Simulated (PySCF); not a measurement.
C5H9F (SMILES CC/C=C(\C)F), singlet, geometry from GFN2-xTB. Base run: DF-R2SCAN/pcseg-0 (PySCF).

The PySCF input:
```python
from pyscf import gto, scf, dft

mol = gto.Mole()
mol.atom = '''
    C    -2.506792    0.037512   -0.457616
    C    -1.283598   -0.877138   -0.378195
    C    -0.271192   -0.325697    0.572903
    C     0.919587    0.160137    0.265306
    C     1.613480    0.287967   -1.045970
    F     1.691634    0.632752    1.286650
    H    -2.220890    1.018995   -0.828586
    H    -3.252414   -0.383654   -1.127754
    H    -2.955196    0.159859    0.525466
    H    -0.856781   -1.002378   -1.373155
    H    -1.598780   -1.861269   -0.021641
    H    -0.569566   -0.304238    1.612221
    H     1.901438    1.327157   -1.202786
    H     0.975428   -0.033437   -1.861190
    H     2.523141   -0.312485   -1.040984
'''
mol.basis = 'pcseg-0'
mol.charge = 0
mol.spin = 0
mol.verbose = 4
mol.max_memory = 1800
mol.build()

mf = dft.RKS(mol)
mf.xc = 'r2scan'
mf = mf.density_fit(auxbasis='def2-universal-jkfit')
mf.kernel()
```

All variants below ran on the same shared machine, one core each. Differences are taken from the largest basis of the pcseg family in the series, which isn't the basis-set limit (pcseg-2: -5.893 eV). The cheapest run took around 17 core-seconds (rough).

```csv
setting,basis functions,"cost, times the cheapest (rough)",difference in HOMO energy (eV)
pcseg-0,72,1,-0.040
pcseg-1,129,2,-0.038
pcseg-2,306,5,reference
```

Times come from a shared machine, hold the start-up and are rough.
